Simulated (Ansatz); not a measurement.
Program: Ansatz. Geometries: PBE0-D4/def2-TZVP. ΔE: electronic, gas phase. CBS: MP2 limit from def2 TZ/QZ plus the TZ coupled-cluster correction, frozen cores. This one scheme is used for every species. Triplets are unrestricted, without spin–orbit coupling. Each species was taken in one conformer, which may not be the lowest.

Consider the formal loss of a carbene: `[SiH3]CN1[SiH2]P1` → `[CH2]` (triplet) + `[SiH3]N1[SiH2]P1`.

```
            species  SCS-MP2/def2-QZVPP energy (Eh)
`[SiH3]CN1[SiH2]P1`                     -1016.50094
  `[CH2]` (triplet)                       -39.06703
 `[SiH3]N1[SiH2]P1`                      -977.30796
```

Q: Work out ΔE.

A: ΔE = (-39.06703) + (-977.30796) − (-1016.50094) = 0.12595 Eh = +79.0 kcal/mol. CCSD(T)/CBS gives +77.7 kcal/mol.

Q: What do rigid-rotor, harmonic-oscillator terms from PBE0-D4/def2-TZVP frequencies (298.15 K, 1 bar) make of the CCSD(T)/CBS value? (An estimate is asked.)

A: Ansatz gave: ΔZPE = -6.1 kcal/mol, ΔH = +73.1 kcal/mol, ΔS = 168 J/(mol·K), ΔG = +61.2 kcal/mol. Open shells count their whole term as degenerate.

Largest T1 diagnostic among the species: 0.014.

From r2SCAN to r2SCAN0 (25 % exact exchange), in def2-TZVPP and without D4, ΔE moves by −1.8 kcal/mol. At CCSD(T), def2-SVP lies −1.8 kcal/mol from the extrapolated value and def2-TZVPP −2.5 kcal/mol.
